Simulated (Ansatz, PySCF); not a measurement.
Species: sum formula SiN2H4F2, charge 0, multiplicity 1. 
Geometry from a B3LYP-D3(BJ)/def2-TZVP (Ansatz, a quantum-chemistry and plane-wave program) optimisation:
```
Si
F 1 1.5973
F 1 1.5973 2 103.82
N 1 1.6874 2 104.95 3 122.72
H 4 1.0061 1 121.82 2 175.88
H 4 1.0065 5 112.67 1 -158.37
N 1 1.6874 2 116.46 3 -114.78
H 7 1.0061 1 121.82 2 -69.98
H 7 1.0065 8 112.67 1 -158.37
```

Wanted: atomisation energy (electronic, to ground-state atoms), in eV. Cores are frozen in the correlated levels unless marked. UHF or UKS for open shells. No spin-orbit coupling. No relativistic terms. The coupled-cluster limit lacks core correlation, which all-electron functionals hold. CBS(X,Y): correlation extrapolated as X^-3; Hartree-Fock from the larger set. The bracket is a focal-point correction in the basis named.

```json
[
 {"level": "PBE-D4/def2-TZVPD", "program": "Ansatz + dftd4", "atomisation energy (eV)": "37.24"},
 {"level": "BLYP-D4/def2-TZVPD", "program": "Ansatz + dftd4", "atomisation energy (eV)": "36.83"},
 {"level": "BLYP/def2-TZVPD", "program": "Ansatz", "atomisation energy (eV)": "36.43"},
 {"level": "PBE0-D4/def2-TZVP", "program": "Ansatz + dftd4", "atomisation energy (eV)": "36.31"},
 {"level": "TPSSh/def2-TZVPD", "program": "PySCF", "atomisation energy (eV)": "36.16"},
 {"level": "r2SCANh-D4/def2-TZVPD", "program": "Ansatz + dftd4", "atomisation energy (eV)": "?"},
 {"level": "M06-2X/def2-TZVPD", "program": "PySCF", "atomisation energy (eV)": "36.89"},
 {"level": "LC-wPBE-D4/def2-TZVPD", "program": "Ansatz + dftd4", "atomisation energy (eV)": "?"},
 {"level": "wB97X-V/def2-TZVPD", "program": "Ansatz", "atomisation energy (eV)": "36.86"},
 {"level": "wB97X/def2-TZVPD", "program": "Ansatz", "atomisation energy (eV)": "?"},
 {"level": "SCS-MP2/6-31G", "program": "Ansatz", "atomisation energy (eV)": "28.24"},
 {"level": "CCSD/6-31G*", "program": "Ansatz", "atomisation energy (eV)": "32.23"},
 {"level": "RI-MP2/CBS(aug-cc-pV(T+d)Z,aug-cc-pV(Q+d)Z)+[CCSD(T)-MP2]/aug-cc-pV(T+d)Z", "program": "Ansatz", "atomisation energy (eV)": "?"}
]
```

Problem. Fill in the missing entries.

Solution. 
- r2SCANh-D4/def2-TZVPD, atomisation energy (eV): 36.21
- LC-wPBE-D4/def2-TZVPD, atomisation energy (eV): 36.79
- wB97X/def2-TZVPD, atomisation energy (eV): 36.64
- RI-MP2/CBS(aug-cc-pV(T+d)Z,aug-cc-pV(Q+d)Z)+[CCSD(T)-MP2]/aug-cc-pV(T+d)Z, atomisation energy (eV): 37.02
